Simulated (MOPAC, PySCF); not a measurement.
C3H9Ga, SMILES `[CH3][Ga]([CH3])[CH3]`, neutral singlet in the gas phase. 

Cartesian coordinates (Å):
SMILES: [CH3][Ga]([CH3])[CH3]
```xyz
13

C     -1.6290    -1.1257     0.0215
Ga    -0.0053    -0.0044     0.0134
C      1.7699    -0.8335    -0.2223
C     -0.1466     1.9536     0.2154
H     -1.9078    -1.3403     1.0594
H     -2.4794    -0.6149    -0.4358
H     -1.4788    -2.0840    -0.4793
H      1.9922    -0.9027    -1.2932
H      2.5683    -0.2457     0.2353
H      1.8044    -1.8499     0.1762
H     -1.1312     2.2741     0.5607
H      0.6107     2.3383     0.9033
H      0.0378     2.4318    -0.7527
```
Charge 0, spin multiplicity 1.

All levels are single points at this geometry (r2SCAN-D4/def2-TZVP); Pople sets use spherical d functions. Orbital energies aren't observables, and empty levels follow the basis.

PM6 in MOPAC gives HOMO (eV) = -10.58.

### Question
Estimate the HOMO (eV) from each of these levels: PBE-D3(BJ)/def2-TZVP in PySCF; r2SCAN-D4/def2-TZVP in PySCF; B3LYP/3-21G in PySCF; BP86/6-31G* in PySCF; M06-2X/6-31G* in PySCF; HF/STO-3G in PySCF; AM1 in MOPAC; PM3 in MOPAC.

### Answer

| level | HOMO (eV) |
|---|---|
| PBE-D3(BJ)/def2-TZVP in PySCF | -6.21 |
| r2SCAN-D4/def2-TZVP in PySCF | -6.45 |
| B3LYP/3-21G in PySCF | -6.87 |
| BP86/6-31G* in PySCF | -6.07 |
| M06-2X/6-31G* in PySCF | -8.43 |
| HF/STO-3G in PySCF | -6.67 |
| AM1 in MOPAC | -10.16 |
| PM3 in MOPAC | -9.11 |
